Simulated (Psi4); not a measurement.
Psi4 input (wB97X-D/6-311+G**):

```
memory 1500 MB

molecule {
-1 1
C     1.93008300    1.09352600   -0.25162800
Si    1.51375800   -0.48076900    0.38589800
O    -0.12092000   -1.03761300    0.26058800
Si   -1.34764900   -0.30181600   -0.50019000
C    -1.88098100    1.33441100    0.25710600
H     1.80568800    2.00708000    0.32334200
H     2.20628600    1.24578000   -1.29085600
H     1.70535600   -0.62717000    1.86874000
H     2.22719000   -1.62390500   -0.27733500
H    -1.12373600   -0.08142200   -1.95862100
H    -2.52864700   -1.22277800   -0.42080700
H    -1.07464800    2.05918700    0.13751700
H    -2.08213100    1.21836700    1.32530600
H    -2.78814300    1.71432900   -0.22478000
symmetry c1
no_reorient
no_com
}

set {
  basis 6-311+G**
  reference rks
  scf_type df
  df_basis_scf def2-universal-jkfit
  dft_radial_points 99
  dft_spherical_points 590
  e_convergence 1e-8
  d_convergence 1e-7
  maxiter 150
}

e = energy('wb97x-d')
print_out(f'\nFINAL {e:.10f} DIPOLE {variable("CURRENT DIPOLE")[0]:.6f} {variable("CURRENT DIPOLE")[1]:.6f} {variable("CURRENT DIPOLE")[2]:.6f}\n')
```

Output:

```
   => Loading Basis Set <=

    Name: 6-311+G**
    Role: ORBITAL
    Keyword: BASIS
    atoms 1, 5 entry C          line   129 file 6-311pgss.gbs
    atoms 2, 4 entry SI         line   351 file 6-311pgss.gbs
    atoms 3    entry O          line   171 file 6-311pgss.gbs
    atoms 6-14 entry H          line    42 file 6-311pgss.gbs

   => WB97X-D: Empirical Dispersion <=

    Chai and Head-Gordon Dispersion Correction
    Chai, J.-D.; Head-Gordon, M. (2010), J. Chem. Phys., 132: 6615-6620

        s6 =       1.000000

         ---------------------------------------------------------
                                   SCF
               by Justin Turney, Rob Parrish, Andy Simmonett
                          and Daniel G. A. Smith
                              RKS Reference
         ---------------------------------------------------------

  ==> Geometry <==

    Molecular point group: c1
    Full point group: C1

    Geometry (in Angstrom), charge = -1, multiplicity = 1:

       Center              X                  Y                   Z               Mass
    ------------   -----------------  -----------------  -----------------  -----------------
         C            1.930083000000     1.093526000000    -0.251628000000    12.000000000000
         SI           1.513758000000    -0.480769000000     0.385898000000    27.976926534650
         O           -0.120920000000    -1.037613000000     0.260588000000    15.994914619570
         SI          -1.347649000000    -0.301816000000    -0.500190000000    27.976926534650
         C           -1.880981000000     1.334411000000     0.257106000000    12.000000000000
         H            1.805688000000     2.007080000000     0.323342000000     1.007825032230
         H            2.206286000000     1.245780000000    -1.290856000000     1.007825032230
         H            1.705356000000    -0.627170000000     1.868740000000     1.007825032230
         H            2.227190000000    -1.623905000000    -0.277335000000     1.007825032230
         H           -1.123736000000    -0.081422000000    -1.958621000000     1.007825032230
         H           -2.528647000000    -1.222778000000    -0.420807000000     1.007825032230
         H           -1.074648000000     2.059187000000     0.137517000000     1.007825032230
         H           -2.082131000000     1.218367000000     1.325306000000     1.007825032230
         H           -2.788143000000     1.714329000000    -0.224780000000     1.007825032230

  Running in c1 symmetry.

  Rotational constants: A =      0.16611  B =      0.06332  C =      0.05216 [cm^-1]
  Rotational constants: A =   4979.93737  B =   1898.17971  C =   1563.64346 [MHz]
  Nuclear repulsion =  296.308597210859830

  Charge       = -1
  Multiplicity = 1
  Electrons    = 58
  Nalpha       = 29
  Nbeta        = 29

[...]
      19A     -0.364530    20A     -0.362864    21A     -0.315021
      22A     -0.314107    23A     -0.307655    24A     -0.284822
      25A     -0.247785    26A     -0.244308    27A     -0.209798
      28A     -0.198277    29A     -0.067369

    Virtual:

      30A      0.160500    31A      0.177363    32A      0.188404
      33A      0.190805    34A      0.203782    35A      0.211102
      36A      0.214125    37A      0.225369    38A      0.231201
      39A      0.241464    40A      0.246656    41A      0.259291
      42A      0.264226    43A      0.282659    44A      0.294930
      45A      0.298932    46A      0.307911    47A      0.318302
      48A      0.330110    49A      0.338771    50A      0.350940
      51A      0.359717    52A      0.366957    53A      0.371469
      54A      0.390032    55A      0.408190    56A      0.437624
      57A      0.456089    58A      0.462951    59A      0.464589
      60A      0.473619    61A      0.479635    62A      0.498901
      63A      0.502841    64A      0.510518    65A      0.532209
      66A      0.551937    67A      0.576285    68A      0.606119
      69A      0.613831    70A      0.634165    71A      0.642275
      72A      0.662720    73A      0.685103    74A      0.708464
      75A      0.712257    76A      0.730388    77A      0.764776
      78A      0.781109    79A      0.828551    80A      0.850350
      81A      0.872759    82A      0.889322    83A      0.898154
      84A      0.913456    85A      0.927485    86A      0.945276
      87A      0.947751    88A      0.960925    89A      1.018151
      90A      1.071826    91A      1.086594    92A      1.101713
      93A      1.130026    94A      1.160956    95A      1.172255
      96A      1.197495    97A      1.231518    98A      1.306651
      99A      1.321042   100A      1.376468   101A      1.400812
     102A      1.417546   103A      1.427522   104A      1.469491
     105A      1.478828   106A      1.503645   107A      1.552090
     108A      1.576922   109A      1.603830   110A      1.670675
     111A      1.687622   112A      1.694200   113A      1.704028
     114A      1.748442   115A      1.750902   116A      1.781472
     117A      1.796682   118A      1.799040   119A      1.819156
     120A      1.840657   121A      1.858720   122A      1.922967
     123A      1.925106   124A      1.954951   125A      1.970693
     126A      1.987368   127A      2.065875   128A      2.074053
     129A      2.109720   130A      2.176709   131A      2.203717
     132A      2.233932   133A      2.250802   134A      2.263082
     135A      2.348897   136A      2.406526   137A      2.422041
     138A      2.433211   139A      2.499692   140A      2.673682
     141A      2.740015   142A      2.748869   143A      2.761738
     144A      2.784467   145A      2.810586   146A      2.831381
     147A      2.847410   148A      2.932833   149A      2.941447
     150A      2.958949   151A      2.968094   152A      3.013408
     153A      3.073284   154A      3.145495   155A      3.150661
     156A      3.191494   157A      3.234742   158A      3.419376
     159A      3.471917   160A      3.619868   161A      3.703138
     162A      3.973834   163A      3.996396   164A      4.064845
     165A      5.322356   166A      5.355230   167A      5.436901
     168A      6.004754   169A      6.037766   170A     11.688110
     171A     11.718560   172A     11.735511   173A     11.751835
     174A     11.822415   175A     11.888581   176A     24.191574
     177A     24.206733   178A     50.216583   179A    141.513216
     180A    141.558303

    Final Occupation by Irrep:
              A
    DOCC [    29 ]
    NA   [    29 ]
    NB   [    29 ]

  @DF-RKS Final Energy:  -735.92342412079290

   => Energetics <=

    Nuclear Repulsion Energy =            296.3085972108598298
    One-Electron Energy =               -1614.5891276060260680
    Two-Electron Energy =                 628.4484163068738098
    DFT Exchange-Correlation Energy =     -46.0852632764838290
    Empirical Dispersion Energy =          -0.0060467560165017
    VV10 Nonlocal Energy =                  0.0000000000000000
    Total Energy =                       -735.9234241207929017

Computation Completed

Properties will be evaluated at   0.000000,   0.000000,   0.000000 [a0]

Properties computed using the SCF density matrix

 Multipole Moments:

 ------------------------------------------------------------------------------------
     Multipole            Electronic (a.u.)      Nuclear  (a.u.)        Total (a.u.)
 ------------------------------------------------------------------------------------

 L = 1.  Multiply by 2.5417464519 to convert [e a0] to [Debye]
 Dipole X            :         -2.1916720           -0.0000132           -2.1916852
 Dipole Y            :          0.0392895           -0.0000076            0.0392819
 Dipole Z            :         -0.0329467           -0.0000189           -0.0329656
 Magnitude           :                                                    2.1922851

 ------------------------------------------------------------------------------------

FINAL -735.9234241208 DIPOLE -2.191685 0.039282 -0.032966

*** Psi4 exiting successfully. Buy a developer a beer!
```

The dipole moment of an ion depends on the origin.

The geometry given is a B3LYP-D3(BJ)/def2-TZVP minimum.
